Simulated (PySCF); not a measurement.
## Excitation energy of C by level of theory

C [He] 2s2 2p2 (3P) → C [He] 2s1 2p3, s spin flipped, as a difference of total energies. Computed with PySCF 2.14 in def2-QZVPPD, with the non-relativistic Hamiltonian (point nucleus). Correlated levels: valence: 1s2 frozen; valence and next inner shell: nothing frozen. The calculations carry no spin-orbit coupling.

```
                                method  excitation energy (eV)
                                   UHF                  11.982
                                   LDA                   8.268
                                   PBE                   8.652
                                  PBE0                   9.476
                                r2SCAN                   9.703
                                  TPSS                   9.180
                                  PW91                   8.640
                                revPBE                   8.741
                               r2SCAN0                  10.162
                         MP2 (valence)                  10.268
                     SCS-MP2 (valence)                  10.175
    MP2 (valence and next inner shell)                  10.201
SCS-MP2 (valence and next inner shell)                  10.127
```

Task: How much does correlation contribute at MP2 (valence and next inner shell)?

Result: 10.201 − (11.982) = -1.781 eV, measured against UHF.

The upper determinant mixes two multiplicities, so it lies between the two terms.
